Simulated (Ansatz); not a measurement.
Start from `CS[SiH](Cl)Cl` and change one atom or group to get `O[SiH2][SiH](Cl)Cl`.

Ansatz, PBE0-D4/def2-TZVP geometries, multiplicity 1. Each molecule was computed in one conformer, which needn't be the lowest.

```
                                      property  `CS[SiH](Cl)Cl`
         HOMO energy (ωB97M-V/def2-TZVPP) / eV            -9.67
         LUMO energy (ωB97M-V/def2-TZVPP) / eV             1.51
            LUMO energy (PBE0/def2-TZVPP) / eV            -0.45
size of the dipole moment (PBE/def2-TZVPP) / D             1.32
           LUMO energy (B3LYP/def2-TZVPP) / eV            -0.67
         HOMO–LUMO gap (B3LYP/def2-TZVPP) / eV             6.58
```

What does the change do to each property? (Estimate.)

Ansatz gave: 
```tsv
property	`O[SiH2][SiH](Cl)Cl`	shift
HOMO energy (ωB97M-V/def2-TZVPP) / eV	-10.03	-0.36
LUMO energy (ωB97M-V/def2-TZVPP) / eV	0.79	-0.72
LUMO energy (PBE0/def2-TZVPP) / eV	-0.99	-0.54
size of the dipole moment (PBE/def2-TZVPP) / D	0.76	-0.56
LUMO energy (B3LYP/def2-TZVPP) / eV	-1.16	-0.49
HOMO–LUMO gap (B3LYP/def2-TZVPP) / eV	6.63	0.05
```

With PBE0 the HOMO falls by 0.49 eV and the LUMO falls by 0.54 eV, so the gap narrows by about 0.05 eV. PBE moves the HOMO by -0.48 eV and ωB97M-V by -0.36 eV. Dipoles are sizes alone; their direction can turn.

B3LYP here is the variant with VWN-RPA as its local correlation; programs differ in this.
